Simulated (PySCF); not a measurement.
# Dipole moment and polarisability of `C=C=C=CC#CC#N`

Compound: C7H3N.
Structure used (GFN2-xTB), in Å, numbered top down from 1:
```xyz
11
C7H3N angstrom
C      3.1537   -0.5295   -0.0958
C      1.9753    0.0433   -0.0979
C      0.8549    0.6048   -0.1030
C     -0.3359    1.1870   -0.1119
C     -1.5226    0.4588   -0.0883
C     -2.5647   -0.1669   -0.0697
C     -3.7293   -0.8611   -0.0522
N     -4.7179   -1.4507   -0.0385
H      3.2540   -1.6023   -0.0723
H      4.0614    0.0516   -0.1176
H     -0.4237    2.2677   -0.1387
```

Level: PBE0/def2-SVPD (PySCF), static field, nuclei fixed, core orbitals frozen in the response. The polarisability tensor in these axes (au):

```
x   228.31   6.47  -1.05
y     6.47  75.09  -0.57
z    -1.05  -0.57  48.13
```

Problem. What are the eigenvalues, a third of the trace, and Δα (Δα² = ½Σ(αi − αj)² over the three pairs)?

Solution. Principal values 48.12, 74.83 and 228.59 au; mean 117.18 au = 17.36 Å³ = 19.32 × 10⁻⁴⁰ C²·m²/J; Δα = 168.71 au (144 % of the mean).

Problem. What is the dipole moment, and where does it point?

Solution. (5.43, 1.90, -0.07) D, 5.75 D in size, pointing from the negative to the positive side. Measured along this direction, the outermost atoms are N8 at the negative end and H10 at the positive end.

Problem. Directions of the eigenvectors, and the extent of the frame along each?

Solution. Largest value along (1.00, 0.04, -0.01), where the nuclei span 8.84 Å; middle along (-0.04, 1.00, -0.02), 4.02 Å; least along (0.01, 0.02, 1.00), 0.01 Å. The response follows the extents in order.

Problem. Form Σ f/ω² (atomic units) for the 6 lowest TDDFT singlets, given as eV and f, and set it beside the mean polarisability, which is this sum over all singlets: 3.72, 0.0000; 4.11, 0.6481; 4.12, 0.0023; 4.49, 0.0000; 5.48, 0.1912; 5.84, 0.1062.

Solution. They add up to 35.52 au, 30.3 % of the 117.18 au; the largest single term is 28.40 au, from the state at 4.11 eV. Terms in order: 0.00, 28.40, 0.10, 0.00, 4.71, 2.31 au. Higher excitations give the rest. The strengths listed sum to 0.948.

Problem. What would n − 1 = 2πNα be for an ideal gas of these molecules at 298.15 K and 1 atm, electronic part alone?

Solution. N = p/kT = 2.4615 × 10¹⁹ cm⁻³, so n − 1 = 2π × N × 17.36 × 10⁻²⁴ cm³ = 2686 × 10⁻⁶ at long wavelengths.

Isolated species at its GFN2-xTB geometry, gas phase.
